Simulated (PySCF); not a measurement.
Computed IR spectrum (relative IR intensity) of a molecule C3H5, multiplicity 2. The structure is a stationary point at PBE-D3(BJ)/def2-TZVP. The values are those of a single conformer. Calculation: PySCF 2.14.0 with PBE-D3(BJ)/def2-TZVP. No scaling factor is applied to the harmonic values.

ν (cm⁻¹): 519 (vs), 738 (w), 752 (m), 837 (m), 916 (s), 979 (s), 1015 (w), 1053 (w), 1247 (w), 1400 (w), 1427 (vw), 3019 (vs), 3093 (s), 3159 (m) (against the strongest line: vs over 80 %, s over 45 %, m over 15 %, w over 4 %, vw less)

Problem. Pick the molecule that these values belong to.
A) [CH]=CC
B) [CH2]C=C
C) C=[C]C
D) [CH]1CC1

Solution. D, [CH]1CC1
